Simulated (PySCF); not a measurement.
Au²⁺: excitation energy

Au²⁺ [Xe] 4f14 5d9 (2D) → Au²⁺ [Xe] 4f14 5d8 6s1 (4F), as a difference of total energies. Computed with PySCF 2.14 in ANO-RCC-VTZP, with scalar relativity by spin-free X2C-1e. Correlated levels: valence: [Xe] 4f14 frozen; valence and next inner shell: [Kr] 4d10 4f14 frozen. The calculations carry no spin-orbit coupling.

```tsv
method	excitation energy (eV)
UHF	3.803
LDA	3.966
PBE	3.803
PBE0	3.973
r2SCAN	3.577
PBEsol	3.846
BLYP	3.742
M06-2X	4.377
MP2 (valence)	4.317
SCS-MP2 (valence)	4.500
MP2 (valence and next inner shell)	4.122
SCS-MP2 (valence and next inner shell)	4.243
```

Problem. How much does correlation contribute at MP2 (valence and next inner shell)?

Solution. 4.122 − (3.803) = 0.319 eV, measured against UHF.

A first-order spin-orbit estimate (lowest level to lowest level, LS coupling) adds -0.382 eV.

The basis was made for the ground configuration and has no added diffuse functions, so the excitation energy can come out too high.
